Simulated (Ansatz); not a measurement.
Geometry optimisation, Ansatz 0.2.0, RKS PBE-D4/def2-SVP.

input.yaml

```yaml
crystal:
  periodic: [false, false, false]
  atoms:
    - { symbol: Ta, position_ang: [-0.151605, -0.278162, 0.062025] }
    - { symbol: O, position_ang: [1.840504, -0.405445, 0.057371] }
    - { symbol: H, position_ang: [2.204125, -0.792835, 0.87984] }
    - { symbol: Cl, position_ang: [0.051192, -0.36999, 2.439729] }
    - { symbol: "N", position_ang: [0.213972, 0.258024, -1.815778] }
    - { symbol: H, position_ang: [-0.440559, 0.770459, -2.421785] }
    - { symbol: H, position_ang: [1.140762, 0.180579, -2.248875] }
    - { symbol: Cl, position_ang: [-1.914367, 1.234136, 0.125491] }
    - { symbol: F, position_ang: [-0.912638, -1.971317, -0.174941] }
    - { symbol: F, position_ang: [1.376156, 2.41095, 0.49957] }
    - { symbol: H, position_ang: [2.032257, 1.775802, 0.297852] }
basis:
  gaussian: { orbitals: def2-SVP }
hamiltonian:
  xc: pbe
  dispersion: d4
relax:
  f_tol: 0.03
  max_steps: 50
```

Command:

```bash
$ ansatz run input.yaml --threads 4 --pin off --max-ram 5120MiB --backend cpu --events-out ev --progress --plain --runs-dir out
```

Task: Where does it end, and by what steps?

Result: The run converged. After 34 steps the energy has fallen by 1.303 eV; H11 moved furthest, 1.64 Å. Parted: F10–H11 (0.94 → 2.50 Å). Joined: Ta1–F10 (3.12 → 1.91 Å), O2–H11 (2.20 → 0.98 Å).

```csv
step,energy less start (eV),largest force component (eV/Å),accepted
0,0.0000,0.841,yes
2,-0.2137,0.727,yes
4,-0.2646,0.318,yes
6,-0.2820,0.115,no
8,-0.2896,0.041,yes
10,-0.2931,0.201,yes
12,-0.3055,0.718,yes
14,-0.4731,1.319,yes
16,-0.8100,1.008,yes
18,-0.9003,0.321,yes
20,-0.9286,0.127,yes
22,-0.9360,0.139,yes
24,-0.9564,0.546,yes
26,-1.0463,0.693,yes
28,-1.2067,0.819,yes
30,-1.2192,1.170,no
32,-1.3006,0.209,yes
34,-1.3027,0.024,yes
```

```xyz
11
Properties=species:S:1:pos:R:3
Ta -0.178 0.374 0.106
O 2.006 -0.469 0.236
H 2.070 -0.670 1.201
Cl 0.156 -0.139 2.460
N 0.163 0.542 -1.846
H 0.045 -0.230 -2.512
H 0.579 1.361 -2.304
Cl -2.316 1.228 0.310
F -0.557 -1.439 -0.286
F 0.834 1.989 0.245
H 2.638 0.264 0.089
```

Whether the end is a true minimum wasn't checked by a vibrational analysis.

Run time: 100 s on 4 threads of Arm Neoverse V1, on a shared host, peak memory 0.23 GiB.
